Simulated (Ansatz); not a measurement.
Species: [Y(Cl)(NH2)2] (charge 0, multiplicity 1).

Problem. Give a relaxed geometry from PBE-D3(BJ)/def2-SVP (Ansatz, a first-principles code).

Solution. One answer among several that fit: the end point of this relaxation, one of several conformers.
Z-matrix (Å, degrees):
```
Y
N 1 2.1344
H 2 1.0296 1 127.60
H 2 1.0298 3 105.50 1 179.85
N 1 2.1344 2 115.55 3 179.64
H 5 1.0296 1 127.60 2 -179.60
H 5 1.0298 6 105.50 1 -179.86
Cl 1 2.4951 2 122.22 3 0.15
```
